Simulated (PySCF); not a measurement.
W(NH)(S)(SH)2 (H3NS3W), SMILES [NH]=[W](=[S])([SH])[SH], multiplicity 1.

Geometry: B3LYP-D3(BJ)/def2-SVP. The spin state was assumed, not searched. The structure was generated by enumeration; whether it is a known compound was not checked. The def2 effective core potentials stand for the cores of W; spin–orbit coupling is left out. One conformer was computed; it need not be the lowest.

The numbers are results of TDDFT-PBE0/def2-SVPD (PySCF), not measurements.

Vertical excitations. 

```csv
state,energy (eV),λ (nm),f,main pairs
S1,3.42,362,0.008,"HOMO→LUMO 57 %, HOMO−1→LUMO 14 %, HOMO→LUMO+1 13 %, HOMO−1→LUMO+1 12 %"
S2,3.72,333,0.040,"HOMO→LUMO+1 32 %, HOMO−1→LUMO 28 %, HOMO→LUMO 28 %"
S3,3.74,331,0.003,HOMO−1→LUMO+1 84 %
S4,3.92,316,0.021,"HOMO−1→LUMO 43 %, HOMO→LUMO+1 41 %"
S5,4.25,292,0.004,"HOMO−2→LUMO 68 %, HOMO−2→LUMO+1 23 %"
S6,4.39,282,0.010,"HOMO−2→LUMO+1 46 %, HOMO−3→LUMO 25 %, HOMO−2→LUMO 13 %, HOMO−3→LUMO+1 7 %"
S7,4.56,272,0.038,"HOMO−3→LUMO 49 %, HOMO−2→LUMO+1 15 %, HOMO→LUMO+2 13 %"
S8,4.65,266,0.008,"HOMO→LUMO+2 65 %, HOMO−3→LUMO+1 11 %"
S9,4.71,263,0.012,"HOMO−3→LUMO+1 46 %, HOMO→LUMO+3 31 %"
S10,4.83,257,0.013,"HOMO→LUMO+3 54 %, HOMO−1→LUMO+3 13 %"
T1,2.99,414,0,HOMO→LUMO 74 %
T2,3.05,407,0,"HOMO→LUMO+1 63 %, HOMO→LUMO 17 %"
T3,3.18,390,0,"HOMO−1→LUMO 54 %, HOMO−1→LUMO+1 24 %, HOMO→LUMO+1 13 %"
T4,3.46,358,0,"HOMO−1→LUMO+1 65 %, HOMO−1→LUMO 24 %"
```
Triplets are in the Tamm–Dancoff approximation, which puts them higher than full response would, so one can lie above its singlet here.
